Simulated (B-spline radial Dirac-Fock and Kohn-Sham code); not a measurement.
**Compton profile of Mo⁶⁺**

System: molybdenum as Mo⁶⁺, configuration [Ar] 3d10 4s2 4p6, inside a Watson sphere of charge -6 and radius 2 Å (a model of the Madelung potential; inside it an electron's potential energy is raised by 43.2 eV).

Level of theory: the impulse approximation on relativistic Hartree-Fock (Dirac-Fock) wave functions, averaged over the configuration; a radial B-spline solver. pz is in atomic units of momentum; subshell profiles are per electron, for a selection of subshells; open shells are spread over both j values by their weights.

| pz | J total | J 2p1/2 | J 3p3/2 | J 4p3/2 |
| --- | --- | --- | --- | --- |
| 0 | 4.642 | 0.0360 | 0.107 | 0.278 |
| 0.2 | 4.612 | 0.0360 | 0.107 | 0.278 |
| 0.3 | 4.574 | 0.0360 | 0.107 | 0.278 |
| 0.4 | 4.520 | 0.0360 | 0.107 | 0.276 |
| 0.5 | 4.449 | 0.0360 | 0.107 | 0.274 |
| 0.6 | 4.362 | 0.0360 | 0.107 | 0.270 |
| 0.8 | 4.141 | 0.0360 | 0.107 | 0.257 |
| 1 | 3.867 | 0.0360 | 0.107 | 0.234 |
| 1.2 | 3.561 | 0.0360 | 0.106 | 0.205 |
| 1.4 | 3.248 | 0.0360 | 0.105 | 0.170 |
| 1.6 | 2.950 | 0.0360 | 0.104 | 0.135 |
| 1.8 | 2.684 | 0.0360 | 0.102 | 0.103 |
| 2 | 2.458 | 0.0360 | 0.0996 | 0.0753 |
| 2.5 | 2.061 | 0.0359 | 0.0916 | 0.0311 |
| 3 | 1.819 | 0.0358 | 0.0810 | 0.0148 |
| 4 | 1.464 | 0.0353 | 0.0561 | 0.0111 |
| 5 | 1.137 | 0.0344 | 0.0337 | 0.00931 |
| 7 | 0.6614 | 0.0314 | 0.00931 | 0.00291 |
| 10 | 0.3360 | 0.0245 | 0.00313 | 0.000501 |
| 15 | 0.1426 | 0.0127 | 0.00255 | 0.000393 |
| 20 | 0.07015 | 0.00572 | 0.00126 | 0.000202 |
| 30 | 0.02272 | 0.00110 | 0.000219 | 3.52e-05 |
| 40 | 0.009271 | 0.000246 | 4.37e-05 | 6.93e-06 |
| 60 | 0.002117 | 2.22e-05 | 3.21e-06 | < 1e-6 |
| 100 | 0.0002303 | < 1e-6 | < 1e-6 | < 1e-6 |

J(0) = 4.642. The 4p3/2 subshell gives the largest part, 24 %.

Mean momentum ⟨p⟩ by subshell (a.u.): 1s1/2 37.4, 2s1/2 13.0, 2p1/2 17.5, 2p3/2 16.9, 3s1/2 6.02, 3p1/2 7.18, 3p3/2 7.00, 3d3/2 8.17, 3d5/2 8.10, 4s1/2 2.60, 4p1/2 2.86, 4p3/2 2.81.

Values without a named source are computed, but for edge energies of neutral atoms, which are taken from tables.
